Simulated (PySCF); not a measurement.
## [MoF6]2-: what the settings change

The complex [MoF6]2- (charge -2) contains Mo(IV), shell d2. The structure is a PBE0-D3(BJ)/def2-TZVP, IEF-PCM water geometry optimised for multiplicity 3; coordination octahedral, point group D4h, metal–donor distances 1.94–2.00 Å.

The d shell alone is too small an active space for [MoF6]2- (an active orbital has only 0.67 squared overlap with the free ion's shell): its levels, fitted parameters, g values and moments show what this model gives and aren't sound predictions.

```
7

Mo    0.0000    0.0000    0.0000
F     1.9382    0.0000    0.0000
F    -1.9382    0.0000    0.0000
F     0.0000    1.9382    0.0000
F     0.0000   -1.9382    0.0000
F     0.0000    0.0000    2.0045
F     0.0000    0.0000   -2.0045
```

Method (PySCF 2.14, density fitting): CASSCF(2,5) with orbitals averaged over all microstates of the shell, strongly contracted NEVPT2 on the averaged canonical orbitals; basis x2c-TZVPall on the metal, x2c-SVPall elsewhere; spin-free X2C; IEF-PCM water; spin-orbit coupling by state interaction with the mean-field operator over all roots.

Base run: NEVPT2 ground state 3A2g (from 3T1g), next 3Eg (from 3T1g) at 1222, then 1B2g (from 1T2g) at 9017 cm⁻¹, 10Dq(CASSCF) 30595, B(CASSCF) 725, ζ 790 cm⁻¹, μeff(300 K) 2.15 μB.

Question: What happens with the basis x2c-TZVPall on all atoms?

Answer: NEVPT2 ground state 3A2g (from 3T1g), next 3Eg (from 3T1g) at 1277, then 1B2g (from 1T2g) at 8920 cm⁻¹, 10Dq(CASSCF) 30426, B(CASSCF) 723, ζ 787 cm⁻¹, μeff(300 K) 2.17 μB. It took 35 s against 15 s on a shared host of the same kind.

Question: What happens with orbitals averaged over the highest spin alone?

Answer: NEVPT2 ground state 3A2g (from 3T1g), next 3Eg (from 3T1g) at 1223, then 1B2g (from 1T2g) at 9041 cm⁻¹, 10Dq(CASSCF) 30600, B(CASSCF) 730, ζ 794 cm⁻¹, μeff(300 K) 2.14 μB.

Charge-transfer states lie outside this active space and may come lower than some of these levels. NEVPT2 on the d shell alone tends to put d–d bands too high for such charged or covalently bound ions.
